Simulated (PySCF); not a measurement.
**Finite-field polarisability of Be (beryllium, neutral)**

[He] 2s2, closed-shell 1S. Calculation: PySCF 2.14, in aug-cc-pVQZ-DK; scalar relativity by spin-free X2C-1e. Frozen: 1s2. Energy changes in a uniform field (μhartree):

```tsv
axis	F (au)	HF	MP2	CCSD	CCSD(T)
x	0.0021	-100.517	-93.840	-83.667	-83.667
x	0.0042	-402.387	-375.672	-334.965	-334.965
```

Derive α along x at CCSD(T) from the two fields.

With ΔE = −αF²/2 − γF⁴/24, α = −(16 ΔE(F) − ΔE(2F))/(6F²) = 37.93 bohr³.

And the mean polarisability at each level?

HF 45.57, MP2 42.55, CCSD 37.93, CCSD(T) 37.93 bohr³. Reference: 37.74 ± 0.03 bohr³ (recommended; Schwerdtfeger and Nagle, table of static dipole polarizabilities (2023 update)).
